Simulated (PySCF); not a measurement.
Compound: C₃H₁₁N₂Si (doublet state).
Numbering: `[CH3:1][CH:2][NH:3][SiH2:4][NH:5][CH3:6]` (hydrogens: H7, H8, H9 on C1; H10 on C2; H11 on N3; H12, H13 on Si4; H14 on N5; H15, H16, H17 on C6)

Cartesian coordinates in Å at the GFN2-xTB level; atoms count from 1:
```xyz
17
C3H11N2Si angstrom
C      2.760   -0.367    0.495
C      1.910    0.682   -0.108
N      0.546    0.514   -0.182
Si    -0.407   -0.887    0.154
N     -2.009   -0.327   -0.143
C     -2.648    0.722    0.615
H      3.808   -0.168    0.283
H      2.642   -0.429    1.584
H      2.494   -1.346    0.092
H      2.293    1.678   -0.249
H      0.078    1.275   -0.651
H     -0.104   -1.324    1.525
H     -0.256   -2.007   -0.787
H     -2.676   -1.030   -0.421
H     -1.903    1.464    0.893
H     -3.416    1.208    0.008
H     -3.119    0.353    1.533
```

The hyperfine couplings belong to this conformer and change with its torsions.

The calculation used UKS B3LYP, pcH-1 on C H N Si, non-relativistic, mean-field spin-orbit, GIAO (PySCF). The structure is a single GFN2-xTB conformer in the gas phase; no vibrational or solvent corrections. Couplings are sensitive to structure, and on GFN2-xTB geometries they can be far from those on DFT ones. The SCF solution wasn't tested for stability.

**Question.** Match the computed a_iso(13C) values +99.7, -30.6, +2.7 MHz with the sites C1; C2; C6.

**Answer.** 
```csv
site,a_iso (MHz),ρ(0) (bohr⁻³),position,distance from C2 (Å),spin population,largest |T| (MHz)
C1,-30.6,-0.0272,1 bond from C2,1.48,-0.07,2.7
C2,+99.7,+0.0887,largest spin population,0.00,+0.86,143.7
C6,+2.7,+0.0024,4 bonds from C2,4.61,0.00,0.7
```

ρ(0) is the spin density at the nucleus and T the dipolar tensor; a_iso includes a spin–orbit part; entries for several nuclei are means. The largest Mulliken spin populations are on C2 (+0.86), N3 (+0.12), C1 (-0.07) and H8 (+0.06). C2 is the only atom above +0.15. The positive populations add up to 1.12 and the negative ones to -0.12, together 2S = 1. The angles at C2 add up to 358.0°, so it is nearly planar; its axial dipolar tensor and the negative coupling of its proton fit spin in a p orbital normal to that plane.

Examples of negative spin density at the nucleus (bohr⁻³): C1 (-0.0272), H10 (-0.0108) and Si4 (-0.0093).

Class means assume fast exchange of nuclei equivalent by connectivity; if that motion is slow, each nucleus keeps its own coupling. The three 1H nuclei of mean +65.0 MHz run from 16.4 to 127.7 MHz in the frozen geometry. The 1H value of +16.5 MHz is a mean of couplings from 7.3 to 25.8 MHz in this one geometry, not an average over conformers.

Time: 76 s of wall time (with the writing of density and orbital grids); peak memory 0.97 GiB. Hardware: one thread of an Arm Neoverse V2 (shared host).
